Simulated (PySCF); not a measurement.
Compound: C₆H₆O₂S.
Numbering: `[CH3:1][C:2](=[O:3])[O:4][c:5]1[cH:6][cH:7][s:8][cH:9]1` (hydrogens: H10, H11, H12 on C1; H13 on C6; H14 on C7; H15 on C9)

Torsions of this conformer, `[CH3:1][C:2](=[O:3])[O:4][c:5]1[cH:6][cH:7][s:8][cH:9]1`: C1–C2–O4–C5 179°, C2–O4–C5–C6 180°.

The closed-shell ground state was solved at several levels (PySCF, density fitting, gas phase, non-relativistic). Geometry: PBE0-D3(BJ)/def2-SVP, one conformer, isolated molecule.

```tsv
level	basis functions	HOMO (eV)	LUMO (eV)	gap (eV)	dipole (D)
CAM-B3LYP/def2-SVPD	241	-8.06	0.45	8.51	2.37
wB97X-D/pcSseg-1	190	-8.62	1.13	9.75	2.35
```

Task: What might PBE0/pcSseg-1 (190 basis functions) give for the same quantities?

Result: HOMO -6.82 eV, LUMO -0.61 eV, gap 6.21 eV, dipole 2.28 D.

Task: Over all these levels, which gives the widest orbital gap and which the narrowest?

Result: wB97X-D/pcSseg-1 (range-separated hybrid) has the widest, 9.75 eV, and PBE0/pcSseg-1 (global hybrid, 25 % exact exchange) the narrowest, 6.21 eV. The two share the basis. From the narrowest to the widest the HOMO moves by -1.80 eV and the LUMO by +1.74 eV.

Task: How far do the dipole and the HOMO energy spread over the levels?

Result: The dipole runs from 2.28 to 2.37 D (mean 2.33 D) and the HOMO from -8.62 to -6.82 eV.
